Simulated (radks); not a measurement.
Task: Cl V, configuration [Ne] 3s2 3p1 (the NIST ground configuration). All-electron calculation, scalar-relativistic Kohn-Sham, PBE, spin-polarised, spherical densities, point nucleus; open shells are filled with parallel spins first. Program: a radial shooting solver on a logarithmic mesh with Libxc functionals. Some entries of the table are withheld. Estimate them.

| orbital | occ. | eigenvalue (hartree) | r(max) (bohr) | <r^2> (bohr^2) |
|---|---|---|---|---|
| 1s up | 1 | -103.5559 | 0.05946 | 0.01113 |
| 1s down | 1 | -103.5468 | 0.05946 | 0.01113 |
| 2s up | 1 | -11.63166 | 0.3611 | 0.2327 |
| 2s down | 1 | -11.62233 | 0.3612 | 0.2325 |
| 2p up | 3 | -9.40012 | 0.3007 | 0.2038 |
| 2p down | 3 | -9.38738 | 0.3009 | 0.2035 |
| 3s up | 1 | -2.74312 | 1.205 | 2.078 |
| 3s down | 1 | -2.67143 | 1.202 | 2.089 |
| 3p up | 1 | -2.21835 | 1.270 | 2.399 |
| 3p down | 0 | -2.14867 | 1.268 | 2.428 |
| 3d up | 0 | (1) | 1.336 | 3.063 |
| 3d down | 0 | (2) | 1.337 | 3.145 |
| 4s up | 0 | -1.08967 | 2.845 | 9.824 |

Result: 
(1) 3d up eigenvalue (hartree): -1.47842
(2) 3d down eigenvalue (hartree): -1.41710
